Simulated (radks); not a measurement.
Results of a calculation; reference values are marked as such.
Fractional charge and spin in the 3p shell of chromium: the spin-up occupation runs from 2 to 3 and the spin-down occupation from 2 to 3; the fullest corner is Cr2+, [Ne] 3s2 3d(up 2, down 2) 3p(up 3, down 3). Code: a radial shooting solver on a logarithmic mesh with Libxc functionals. Model: non-relativistic Kohn-Sham, PBE, spin-polarised, spherical densities, point nucleus. Energy (eV) above the fullest corner. The planes named below are the two flat planes that join the four corners, with an edge along up + down = one added electron.

down \ up,2,2.25,2.5,2.75,3
2,169.736,144.159,119.828,96.722,74.815
2.25,144.159,119.922,96.906,75.087,54.440
2.5,119.828,96.906,75.177,54.618,35.200
2.75,96.722,75.087,54.618,35.287,17.065
3,74.815,54.440,35.200,17.065,0.000

Corners above the fullest one (they belong to Cr3+ and the next ion): (up 3, down 2) 74.815 eV, (up 2, down 3) 74.815 eV, (up 2, down 2) 169.74 eV. With half an added electron in each spin the energy lies 0.362 eV from the planes, and with half an added electron in spin up alone -2.447 eV. The planes are only a guide here: the flat-plane condition holds for ground states with one frontier orbital, while this shell lies below other occupied shells, so the corners above the fullest one are inner-hole states and not the ground states of those ions.
